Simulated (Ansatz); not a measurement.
Basis-set series for `Cl[C]1([GeH3])CO1`. Charge 0, multiplicity 1. Geometry: relaxed with PBE0-D4/def2-TZVP.

| functional | basis | functions | energy (Eh) | HOMO (eV) | LUMO (eV) |
| --- | --- | --- | --- | --- | --- |
| PBE0-D4 | def2-SVP | 117 | -2690.48803 | -7.89 | 0.60 |
| PBE0-D4 | def2-QZVPP | 480 | -2691.15184 | -8.03 | 0.06 |
| ωB97M-V | def2-SVP | 117 | -2690.86384 | -10.10 | 2.51 |
| ωB97M-V | def2-QZVPP | 480 | -2691.52908 | -10.27 | 1.63 |

**Question.** Give the rows for def2-TZVPP. (Best estimate.)

**Answer.** Computed: 
```tsv
functional	basis	functions	energy (Eh)	HOMO (eV)	LUMO (eV)
PBE0-D4	def2-TZVPP	253	-2691.08494	-8.00	0.27
ωB97M-V	def2-TZVPP	253	-2691.46408	-10.24	2.15
```

Positive LUMOs are unbound and depend on the basis. Scalar relativity is left out up to krypton.
